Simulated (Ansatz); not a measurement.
(NaCl)n off: PBE-D4/def2-TZVP single points in Ansatz on relaxed structures, gas phase. Each cluster is the lowest isomer that a short search found in that spin, judged at the geometry's level, and lower ones may exist. HOMO and LUMO are taken over both spins. The structures are stationary points that may keep the symmetry of their start.

| species | atoms | state | geometry | HOMO (eV) | LUMO (eV) | gap (eV) | point group (within 0.1 Å) |
| --- | --- | --- | --- | --- | --- | --- | --- |
| Na2Cl | 3 | doublet | PBE0-D4/def2-TZVP | -2.97 | -2.11 | 0.85 | C2v |
| Na2Cl3 | 5 | doublet | PBE-D4/def2-SVP | -6.03 | -5.62 | 0.41 | C2v |
| Na3Cl2 | 5 | doublet | PBE0-D4/def2-SVP | -2.84 | -1.99 | 0.86 | – |

The gap (eV) runs from 0.41 (Na2Cl3) to 0.86 (Na3Cl2).
